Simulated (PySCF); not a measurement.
Molecule: SMILES [Be]([CH3])[CH3]. Atoms near the plane z = 0.6 Å, at the PBE0/def2-SVP optimised geometry (x, y, z in Å): Be1 (0.0, 0.0, 0.0), C2 (-1.7, 0.0, 0.0), H3 (-2.1, -1.0, 0.1), H5 (-2.1, 0.6, 0.9), C6 (1.7, 0.0, 0.0), H7 (2.1, -0.5, 0.9), H8 (2.1, 1.0, 0.0).

Level of theory: PBE0/def2-TZVP run with PySCF. The values are rescaled to run from 0 to 1.

```
|111111111111111111111111111|
|111111111111111111111111111|
|111111111111111111111111111|
|111111111111111111111111111|
|111111111111111111111111111|
|111111111111111111111111111|
|111111111111111111111111111|
|111111111111111111111111111|
|111111111111111111000111111|
|111111000011000111000011111|
|111110011110000011110011111|
|111111264211000111111111111|
|111111397322000221011111111|
|111111243232101232452111111|
|111111110122000223793111111|
|111111121111000112452111111|
|111110011110000011110011111|
|111110000111000110000111111|
|111111000111111111111111111|
|111111111111111111111111111|
|111111111111111111111111111|
|111111111111111111111111111|
|111111111111111111111111111|
|111111111111111111111111111|
|111111111111111111111111111|
|111111111111111111111111111|
|111111111111111111111111111|
```
Scale: ten equal steps from 0.000 (start of '0') to 1.00 (end of '9'), in the order '0123456789'; x runs from -4.50 to 4.50, y from -4.50 (bottom) to 4.50 (top).

Q: Which quantity is mapped?
A. an orbital amplitude
B. deformation density (molecule minus spherical neutral atoms)
C. log10 of the electron density
D. Laplacian of the electron density

A: B, deformation density (molecule minus spherical neutral atoms). In full: deformation density (molecule minus spherical neutral atoms) (e/bohr³).
